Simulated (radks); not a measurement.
Problem. All-electron atom: Yb48+ in [Ne] 3s1 3p6 3d4 4d1 (not the ground configuration). Method: scalar-relativistic Kohn-Sham, OLYP, spin-polarised, spherical densities, finite nucleus; open shells are filled with parallel spins first (spin-orbit coupling, left out, can overturn this in heavy ions); Fermi nuclear charge, rms radius 5.3108 fm; computed with a radial shooting solver on a logarithmic mesh with Libxc functionals. Some entries of the table are withheld. Estimate them.

orbital  occ.  eigenvalue (Ry)  r(max) (bohr)  <r> (bohr)
1s up       1        -4722.555        0.01237     0.01966
1s down     1        -4722.252        0.01237     0.01966
2s up       1        -979.9940        0.07040     0.08286
2s down     1        -978.1024        0.07035     0.08275
2p up       3        -890.6918        0.05737     0.07363
2p down     3        -889.1852        0.05732     0.07350
3s up       1        -364.3348         0.1929      0.2052
3s down     0        -361.8966         0.1932      0.2057
3p up       3        -337.4432         0.1886      0.2020
3p down     3        -334.9524         0.1889      0.2026
3d up       4        -309.2523         0.1510      0.1796
3d down     0        -306.2751         0.1513      0.1802
4s up       0        -185.6138         0.3940      0.3940
4s down     0        -184.8696         0.3962      0.3963
4p up       0        -174.9118         0.3989      0.3982
4p down     0        -174.1824         0.4014      0.4007
4d up       1        -163.5115            (1)      0.3846
4d down     0        -162.6353            (2)      0.3876
4f up       0        -154.4438         0.3019      0.3433
4f down     0        -153.1480         0.3051      0.3471
5d up       0        -101.9743         0.6859         (3)

Solution. 
(1) 4d up r(max) (bohr): 0.3815
(2) 4d down r(max) (bohr): 0.3848
(3) 5d up <r> (bohr): 0.6509
